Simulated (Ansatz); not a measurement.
CFNSi, SMILES `N#C[Si]F` (lower singlet) (charge 0, multiplicity 1). This singlet lies 2.01 eV below the relaxed triplet at the level B3LYP/cc-pVTZ // PBE0-D3(BJ)/def2-TZVP (Ansatz, an electronic-structure program).

Cartesian coordinates (Å):
```xyz
4

N     -1.9188    -0.1708     0.1916
C     -0.7947     0.0544     0.0471
Si     0.9565     0.7362    -0.2639
F      1.7570    -0.6198     0.0252
```
Charge 0, spin multiplicity 1.

The restricted HF start is unstable towards unrestricted orbitals.

Give the natural occupations of the active orbitals, the CASSCF energy and the corrected energy for frozen-core fic-MRCISD+Q@CASSCF(2e,2o)/cc-pVTZ // PBE0-D3(BJ)/def2-TZVP run with Ansatz.


| Quantity | Value |
|---|---|
| natural occupations | 1.93, 0.07 |
| CASSCF energy | -480.8157 Ha |
| corrected energy | -481.4720 Ha |
| weight of the reference | 0.874 |
